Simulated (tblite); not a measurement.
Compound: C₆H₄BBrF₂.
InChI=1S/C6H4BBrF2/c8-6-3-1-2-5(4-6)7(9)10/h1-4H

Computed with GFN2-xTB (tblite): harmonic, unscaled wavenumbers at the GFN2-xTB geometry, gas phase. Errors from tens to a few hundred cm⁻¹ against measured bands are possible.

Harmonic wavenumbers (cm⁻¹): 46.8, 91.0, 111.4, 166.8, 217.1, 278.7, 316.5, 370.2, 417.0, 424.8, 522.3, 577.0, 630.2, 660.6, 746.4, 786.5, 889.0, 906.3, 930.1, 967.1, 1097.9, 1105.0, 1130.2, 1186.9, 1256.6, 1275.8, 1288.5, 1311.5, 1399.8, 1443.6, 1549.7, 1580.0, 3089.7, 3098.7, 3099.6, 3104.9.

A = 1945, B = 436.2, C = 356.3 MHz; mass 203.956 u (most abundant isotopes); point group Cs, symmetry number 1.

Q: What is the zero-point energy?

A: Half the sum of the wavenumbers: 19037 cm⁻¹ = 54.43 kcal/mol.

Q: What is S at 273.15 K and 1 bar for an ideal gas of classical rigid rotors and harmonic oscillators?

A: Translation 41.43, rotation 31.08, vibration 22.99: S = 95.5 cal/(mol K).

Q: And Cp and H(273.15 K) − H(0)?

A: Cp = 32.58 cal/(mol K), of which vibrations give 24.63 (their classical limit is 36 R = 71.5); H(273.15 K) − H(0) = 5.55 kcal/mol without the zero-point energy, 3.38 from vibrations.

Q: Which modes carry the vibrational entropy at 273.15 K?

A: 46.8 cm⁻¹: 4.77; 91.0 cm⁻¹: 3.47; 111.4 cm⁻¹: 3.07; 166.8 cm⁻¹: 2.31; 217.1 cm⁻¹: 1.83; 278.7 cm⁻¹: 1.39 cal/(mol K); the other 30 give 6.15 together.

Q: Blend soft modes into free rotors: weight 1/[1 + (100 cm⁻¹/ν̃)⁴] for the oscillator and the rest for a rotor with moment μB/(μ + B), μ = h/(8π²ν), B = 10⁻⁴⁴ kg m². What vibrational entropy results?

A: 21.30 cal/(mol K) in place of 22.99, which changes −T·S at 273.15 K by +0.46 kcal/mol.

Hindered rotation and anharmonicity are outside this model.

Conformer computed: `[F:1][B:2]([F:3])[c:4]1[cH:5][cH:6][cH:7][c:8]([Br:9])[cH:10]1`: F1–B2–C4–C5 180°.
